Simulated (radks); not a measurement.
Trend from K4+ to Kr4+: ionisation energy by Delta-SCF between NIST ground configurations, and size. Method: Dirac Kohn-Sham, PBE, spin-unpolarised, spherical densities, finite nucleus; open shells fill j = l - 1/2 first; Fermi nuclear charge, rms radius of each element as measured or else 0.836 A^(1/3) + 0.57 fm; computed with a radial shooting solver on a logarithmic mesh with Libxc functionals.

species	configuration	IE (eV)	NIST (eV)	kind	outermost	<r> outermost (bohr)	r at 0.001 e/bohr^3 (bohr)
K4+	[Ne] 3s2 3p3	80.017	82.7	semi-emp.	3p3/2	1.24	2.72
Ca4+	[Ne] 3s2 3p4	86.495	84.3	semi-emp.	3p3/2	1.16	2.66
Sc4+	[Ne] 3s2 3p5	92.984	91.95	semi-emp.	3p3/2	1.09	2.59
Ti4+	[Ar]	99.502	99.30	exp.	3p3/2	1.03	2.52
V4+	[Ar] 3d1	65.282	65.282	exp.	3d3/2	1.08	2.54
Cr4+	[Ar] 3d2	68.442	69.46	semi-emp.	3d3/2	1.02	2.54
Mn4+	[Ar] 3d3	71.511	72.4	semi-emp.	3d3/2	0.967	2.53
Fe4+	[Ar] 3d4	74.498	75.0	semi-emp.	3d3/2	0.920	2.51
Co4+	[Ar] 3d5	77.167	79.5	semi-emp.	3d5/2	0.880	2.49
Ni4+	[Ar] 3d6	79.990	76.1	semi-emp.	3d5/2	0.842	2.46
Cu4+	[Ar] 3d7	82.752	80	semi-emp.	3d5/2	0.807	2.44
Zn4+	[Ar] 3d8	85.458	83	semi-emp.	3d5/2	0.775	2.41
Ga4+	[Ar] 3d9	88.113	86.0	semi-emp.	3d5/2	0.746	2.38
Ge4+	[Ar] 3d10	90.719	90.50	exp.	3d5/2	0.719	2.36
As4+	[Ar] 3d10 4s1	63.502	62.8	exp.	4s1/2	1.68	2.84
Se4+	[Ar] 3d10 4s2	68.570	68.3	semi-emp.	4s1/2	1.59	2.93
Br4+	[Ar] 3d10 4s2 4p1	59.294	59.60	exp.	4p1/2	1.68	3.04
Kr4+	[Ar] 3d10 4s2 4p2	63.853	64.7	semi-emp.	4p1/2	1.58	3.05

Reference values: NIST Atomic Spectra Database (exp. = measured, semi-emp. = semi-empirical, theory = theoretical value adopted there). Spin polarisation and multiplet splitting are left out, so open shells lie too high by an amount that depends on their filling.

Beside tabulated values, note that spin-unpolarised runs miss the spin-polarisation part of the exchange energy of open shells.
